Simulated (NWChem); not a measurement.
All runs are NWChem calculations. System: HCl₃Si, charge 0, spin multiplicity 1, at a geometry optimised with B3LYP/def2-SVP. The structure started from a generated list of species. Level: LC-wPBE (omega 0.3 per bohr)/def2-SVPD.

The NWChem input:

```
start mol
memory heap 200 mb stack 900 mb global 1100 mb
geometry units angstroms nocenter noautoz
  Si     0.032493     0.506974     0.000000
  Cl    -0.979337    -0.115930     1.679947
  Cl    -0.979337    -0.115930    -1.679947
  Cl     1.924454    -0.302053     0.000000
  H      0.126829     1.978888     0.000000
  symmetry group Cs
end
basis spherical
  * library def2-svpd
end
dft
  xc xwpbe 1.00 cpbe96 1.0 hfexch 1.00
  cam 0.3 cam_alpha 0.00 cam_beta 1.00
  direct
  iterations 100
end
task dft energy
```

Part of the output:

```
             Northwest Computational Chemistry Package (NWChem) 7.3.0
             --------------------------------------------------------

                                NWChem Input Module
                                -------------------

 Scaling coordinates for geometry "geometry" by  1.889725989
 (inverse scale =  0.529177249)

 Turning off AUTOSYM since
 SYMMETRY directive was detected!

                             Geometry "geometry" -> ""
                             -------------------------

 Output coordinates in angstroms (scale by  1.889725989 to convert to a.u.)

  No.       Tag          Charge          X              Y              Z
 ---- ---------------- ---------- -------------- -------------- --------------
    1 Si                  14.0000     0.03249300     0.50697400     0.00000000
    2 Cl                  17.0000    -0.97933700    -0.11593000     1.67994700
    3 Cl                  17.0000    -0.97933700    -0.11593000    -1.67994700
    4 Cl                  17.0000     1.92445400    -0.30205300     0.00000000
    5 H                    1.0000     0.12682900     1.97888800     0.00000000

 Effective nuclear repulsion energy (a.u.)     334.4877882287

            Nuclear Dipole moment (a.u.)
            ----------------------------
        X                 Y               Z
 ---------------- ---------------- ----------------
    -0.0000170075     0.0000056692     0.0000000000

      Symmetry information
      --------------------

 Group name             Cs
 Group number              2
 Group order               2
 No. of unique centers     4

      Symmetry unique atoms

     1    2    4    5


 Summary of "ao basis" -> "" (spherical)
 ------------------------------------------------------------------------------
       Tag                 Description            Shells   Functions and Types
 ---------------- ------------------------------  ------  ---------------------
 *                         def2-svpd                  on all atoms

  pbe96 is a nonlocal functional; adding pw91lda local functional.

                                 NWChem DFT Module
                                 -----------------

 Summary of "ao basis" -> "ao basis" (spherical)
 ------------------------------------------------------------------------------
       Tag                 Description            Shells   Functions and Types
 ---------------- ------------------------------  ------  ---------------------
 Si                        def2-svpd                10       24   5s3p2d
 Cl                        def2-svpd                11       27   5s4p2d
 H                         def2-svpd                 4        8   2s2p

 Summary of "ao basis" -> "ao basis" (spherical)
 ------------------------------------------------------------------------------
       Tag                 Description            Shells   Functions and Types
 ---------------- ------------------------------  ------  ---------------------
 Si                        def2-svpd                10       24   5s3p2d
 Cl                        def2-svpd                11       27   5s4p2d
 H                         def2-svpd                 4        8   2s2p

      Symmetry analysis of basis
      --------------------------

        a'         69
        a"         44

  int_init: cando_txs set to always be  F

            General Information
            -------------------
          SCF calculation type: DFT
          Wavefunction type:  closed shell.
          No. of atoms     :     5
[...]
 d= 0,ls=0.0,diis     2  -1669.6865200282 -3.80D-02  5.68D-03  2.92D-01     6.7
 d= 0,ls=0.0,diis     3  -1669.7260674775 -3.95D-02  1.07D-03  1.56D-02     9.7
 d= 0,ls=0.0,diis     4  -1669.7282860536 -2.22D-03  1.38D-04  5.71D-05    12.7
 d= 0,ls=0.0,diis     5  -1669.7282999784 -1.39D-05  4.92D-05  7.14D-06    15.8
  Resetting Diis
 d= 0,ls=0.0,diis     6  -1669.7283019618 -1.98D-06  1.20D-05  2.11D-07    18.8
 d= 0,ls=0.0,diis     7  -1669.7283020572 -9.54D-08  1.97D-06  1.06D-08    21.8

         Total DFT energy =    -1669.728302057210
      One electron energy =    -2973.014306939123
           Coulomb energy =     1074.214309742657
    Exchange-Corr. energy =     -105.416093089458
 Nuclear repulsion energy =      334.487788228714

 Numeric. integr. density =       65.999999310653

     Total iterative time =     21.4s

                  Occupations of the irreducible representations
                  ----------------------------------------------

                     irrep           alpha         beta
                     --------     --------     --------
                     a'               21.0         21.0
                     a"               12.0         12.0

                       DFT Final Molecular Orbital Analysis
                       ------------------------------------

 Vector   31  Occ=2.000000D+00  E=-4.440629D-01  Symmetry=a'
              MO Center=  6.1D-01, -1.6D-01, -2.0D-15, r^2= 4.5D+00
   Bfn.  Coefficient  Atom+Function         Bfn.  Coefficient  Atom+Function
  ----- ------------  ---------------      ----- ------------  ---------------
    91      0.357210  4 Cl py                90      0.299885  4 Cl px
    88      0.276307  4 Cl py                87      0.242180  4 Cl px
    36      0.210300  2 Cl px                63      0.210300  3 Cl px
    37     -0.201689  2 Cl py                64     -0.201689  3 Cl py
    33      0.169161  2 Cl px                60      0.169161  3 Cl px

 Vector   32  Occ=2.000000D+00  E=-4.381482D-01  Symmetry=a'
              MO Center=  2.1D-02,  3.2D-01,  5.5D-15, r^2= 4.5D+00
   Bfn.  Coefficient  Atom+Function         Bfn.  Coefficient  Atom+Function
  ----- ------------  ---------------      ----- ------------  ---------------
    91      0.314898  4 Cl py                37      0.311856  2 Cl py
    64      0.311856  3 Cl py               106     -0.275558  5 H  s
    88      0.244006  4 Cl py                34      0.241721  2 Cl py
    61      0.241721  3 Cl py                 4     -0.221180  1 Si s
    85      0.140391  4 Cl py                31      0.139074  2 Cl py

 Vector   33  Occ=2.000000D+00  E=-4.292606D-01  Symmetry=a"
              MO Center= -1.0D-02, -1.6D-01,  8.6D-15, r^2= 4.9D+00
   Bfn.  Coefficient  Atom+Function         Bfn.  Coefficient  Atom+Function
  ----- ------------  ---------------      ----- ------------  ---------------
    92      0.371347  4 Cl pz                36     -0.320935  2 Cl px
    63      0.320935  3 Cl px                89      0.292139  4 Cl pz
    33     -0.252480  2 Cl px                60      0.252480  3 Cl px
    38     -0.185669  2 Cl pz                65     -0.185669  3 Cl pz
    86      0.167608  4 Cl pz                35     -0.146066  2 Cl pz

 Vector   34  Occ=0.000000D+00  E= 4.367932D-02  Symmetry=a'
              MO Center= -7.8D-03, -1.2D-01,  2.9D-13, r^2= 7.5D+00
   Bfn.  Coefficient  Atom+Function         Bfn.  Coefficient  Atom+Function
  ----- ------------  ---------------      ----- ------------  ---------------
     5      1.383862  1 Si s                  4      0.706081  1 Si s
     3      0.646587  1 Si s                 13     -0.513987  1 Si py
    93      0.444260  4 Cl px                41      0.398181  2 Cl pz
    68     -0.398181  3 Cl pz                29     -0.376388  2 Cl s
    56     -0.376388  3 Cl s                 83     -0.376374  4 Cl s

 Vector   35  Occ=0.000000D+00  E= 6.564207D-02  Symmetry=a'
              MO Center=  2.2D-01,  4.7D-01,  4.7D-09, r^2= 7.0D+00
   Bfn.  Coefficient  Atom+Function         Bfn.  Coefficient  Atom+Function
  ----- ------------  ---------------      ----- ------------  ---------------
    93      0.528380  4 Cl px                12      0.474484  1 Si px
     9      0.357248  1 Si px                20      0.271263  1 Si d -2
    81     -0.209170  4 Cl s                 41     -0.201473  2 Cl pz
    68      0.201473  3 Cl pz                39      0.193808  2 Cl px
    66      0.193808  3 Cl px                91     -0.185812  4 Cl py

 Vector   36  Occ=0.000000D+00  E= 6.564240D-02  Symmetry=a"
              MO Center= -1.6D-01,  4.9D-01, -4.7D-09, r^2= 7.0D+00
   Bfn.  Coefficient  Atom+Function         Bfn.  Coefficient  Atom+Function
  ----- ------------  ---------------      ----- ------------  ---------------
    14      0.475458  1 Si pz                41      0.422261  2 Cl pz
    68      0.422261  3 Cl pz                11      0.357978  1 Si pz
    21      0.256351  1 Si d -1              39     -0.208828  2 Cl px
    66      0.208828  3 Cl px                92     -0.182213  4 Cl pz
    27     -0.181151  2 Cl s                 54      0.181151  3 Cl s

 center of mass
 --------------
 x =  -0.00225481 y =  -0.03517708 z =   0.00000000

 moments of inertia (a.u.)
 ------------------
         759.211930602527          41.694888782003           0.000000000000
          41.694888782003        1407.036946787078           0.000000000000
           0.000000000000           0.000000000000         756.537599615320

     Multipole analysis of the density
     ---------------------------------

     L   x y z        total         alpha         beta         nuclear
     -   - - -        -----         -----         ----         -------
     0   0 0 0     -0.000000    -33.000000    -33.000000     66.000000

     1   1 0 0      0.025216      0.012617      0.012617     -0.000017
     1   0 1 0      0.393444      0.196719      0.196719      0.000006
     1   0 0 1      0.000000      0.000000      0.000000      0.000000

     2   2 0 0    -38.861346   -190.127893   -190.127893    341.394440
     2   1 1 0      0.109829      9.946946      9.946946    -19.784063
     2   1 0 1     -0.000000     -0.000000     -0.000000      0.000000
     2   0 2 0    -37.154625    -35.579648    -35.579648     34.004670
     2   0 1 1      0.000000      0.000000      0.000000      0.000000
     2   0 0 2    -38.868378   -190.765901   -190.765901    342.663424

 Task  times  cpu:       21.8s     wall:       21.8s

 Total times  cpu:       21.8s     wall:       21.8s
```
